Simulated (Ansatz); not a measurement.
Stepwise reaction of `[Cl][Cd][Cl]` with water, as a gas-phase model of exchange steps in deposition or etching. ΔE in kJ/mol; ΔG adds harmonic PBE0-D4 terms to CCSD(T)/CBS, at 1 bar.

Calculated with Ansatz (gas phase, PBE0-D4/def2-TZVP geometries, no zero-point term in ΔE). CCSD(T)/CBS is the MP2 limit (def2-TZVPP, def2-QZVPP) plus CCSD(T) − MP2 in def2-TZVPP, frozen cores. This one scheme is used for every species. Functionals use def2-TZVPP. B3LYP here is the variant with VWN-RPA as its local correlation; programs differ in this. def2 core potentials past Kr. For Cd outer-core shells are correlated without core-valence functions, which leaves a few kJ/mol of doubt a bond. One conformer a species, not always the lowest.

```
step                                     reaction  PBE-D4  B3LYP-D4  ωB97M-V  CCSD(T)/CBS  ΔG(600 K)
   1  `[Cl][Cd][Cl]` + H₂O → `[OH][Cd][Cl]` + HCl   105.7     112.3    117.1        117.0      101.1
```

Question: Give the row of step 2, `[OH][Cd][Cl]` + H₂O → `[OH][Cd][OH]` + HCl. (Estimate.)

Answer: Ansatz gave: 
| step | reaction | PBE-D4 | B3LYP-D4 | ωB97M-V | CCSD(T)/CBS | ΔG(600 K) |
| --- | --- | --- | --- | --- | --- | --- |
| 2 | `[OH][Cd][Cl]` + H₂O → `[OH][Cd][OH]` + HCl | 106.8 | 113.5 | 118.7 | 118.4 | 112.4 |

Question: By hand: ΔE of the 2 steps together at CCSD(T)/CBS.

Answer: (117.0) + (118.4) = 235.4 kJ/mol, or 117.7 kJ/mol a step.

In ΔE the steps differ by no more than 1.4 kJ/mol. All are uphill at CCSD(T)/CBS. ΔG lies between 101.1 and 112.4 kJ/mol a step. PBE-D4 differs from CCSD(T)/CBS by -11.6 to -11.3 kJ/mol a step. Isolated molecules leave out the surface, adducts and barriers. Largest T1 diagnostic: 0.017.
